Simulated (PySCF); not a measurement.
# Radial density of Zn(2+) (zinc, charge +2)

UHF, [Ar] 3d10, closed-shell 1S. Computed with PySCF 2.14 in aug-cc-pVTZ-PP with ECP10MDF (6s6p5d3f2g, 88 functions), with scalar relativity through the core potential. This is the valence pseudo-density: the core potential removes the inner electrons and smooths the orbitals near the nucleus.

| r (bohr) | 4πr²ρ (e/bohr) |
| --- | --- |
| 0.00574 | 1.256e-05 |
| 0.00965 | 3.400e-05 |
| 0.0162 | 9.237e-05 |
| 0.0273 | 0.0003622 |
| 0.0459 | 0.003455 |
| 0.0772 | 0.04505 |
| 0.130 | 0.4606 |
| 0.219 | 3.206 |
| 0.368 | 14.37 |
| 0.618 | 24.57 |
| 1.04 | 10.27 |
| 1.75 | 1.435 |
| 2.94 | 0.06159 |
| 4.95 | 0.0001646 |

Energies and moments cover only the electrons outside the core potential.
